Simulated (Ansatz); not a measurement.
A nudged elastic band was laid between two geometries of CH6GaN + FH (11 atoms, charge 0, multiplicity 1).

Theory: Ansatz 0.2.0, RKS B3LYP/def2-SVP.

- movable images: 5
- climbing image: yes
- spring: 5.0 eV/Å²
- optimiser: quadratic models (default)
- start path: through a guess of the saddle point
- force threshold: 0.05 eV/Å
- iteration limit: 60
- end points: relaxed

Initial state:

```xyz
11
Properties=species:S:1:pos:R:3
Ga -0.107 0.313 0.336
H 0.795 1.073 1.414
C 0.071 0.555 -1.610
N -1.484 -0.624 1.075
H 2.016 -0.198 1.314
F 2.107 -0.995 0.826
H 1.094 0.301 -1.929
H -0.115 1.609 -1.878
H -0.639 -0.076 -2.166
H -1.607 -0.759 2.073
H -2.131 -1.198 0.544
```

Final state:

```xyz
11
Properties=species:S:1:pos:R:3
Ga -0.277 -0.413 -0.069
H 2.867 1.076 2.261
C -0.067 0.440 -1.818
N -1.751 -0.734 0.930
H 2.489 0.514 1.909
F 1.184 -1.007 0.756
H 0.614 1.300 -1.727
H -1.031 0.785 -2.220
H 0.380 -0.277 -2.524
H -1.710 -1.201 1.830
H -2.697 -0.482 0.670
```

(1) What changes between the two ends?

(2) Give the energies along the band, and the barrier.

(3) What is the geometry of the highest image?

Results:

(1) Bonds broken: Ga1–H2, H5–F6. Bonds formed: Ga1–F6, H2–H5. CH6GaN + FH becomes CH5FGaN + H2.

(2) It converged. The highest image is number 2 of 0 to 6, 9.3 kcal/mol above the first end and 26.6 kcal/mol above the last; the last end lies 17.3 kcal/mol below the first. A vibrational analysis at the climbing image gives 2 clearly imaginary modes (906i, 68i cm⁻¹): a point of higher order, so a lower path passes nearby. The orbitals stay closed-shell, which can raise the energy where a bond breaks towards radicals; this wasn't checked here.

| image | path coordinate (Å) | energy (kcal/mol) | Ga1–H2 (Å) | H5–F6 (Å) | Ga1–F6 (Å) |
| --- | --- | --- | --- | --- | --- |
| 0 | 0.00 | 0.0 | 1.60 | 0.94 | 2.62 |
| 1 | 2.73 | 0.0 | 1.60 | 0.94 | 2.64 |
| 2 | 5.46 | 9.3 | 1.79 | 1.17 | 2.05 |
| 3 | 6.89 | -16.6 | 2.96 | 2.20 | 1.78 |
| 4 | 8.31 | -17.1 | 3.57 | 2.34 | 1.78 |
| 5 | 9.74 | -17.0 | 3.57 | 2.32 | 1.78 |
| 6 | 11.17 | -17.3 | 4.19 | 2.31 | 1.78 |

(3) 
```xyz
11
Properties=species:S:1:pos:R:3:forces:R:3
Ga 0.035 -0.021 0.231 -0.02 0.01 0.02
H 1.508 0.279 1.210 0.01 0.00 0.00
C 0.179 0.589 -1.626 0.00 0.03 -0.03
N -1.396 -0.018 1.362 0.02 -0.02 -0.02
H 1.584 -0.738 1.017 -0.01 0.00 0.01
F 1.155 -1.712 0.529 0.01 -0.01 -0.01
H -0.713 1.149 -1.941 -0.02 0.00 0.01
H 0.304 -0.278 -2.292 0.00 -0.03 0.00
H 1.058 1.240 -1.741 0.01 0.00 0.01
H -1.368 -0.514 2.247 0.00 0.01 0.00
H -2.346 0.025 1.005 -0.02 0.01 0.00
```

Time of the run: 6 min on 2 threads of Arm Neoverse V1, with other jobs on the host, peak memory 0.26 GiB.
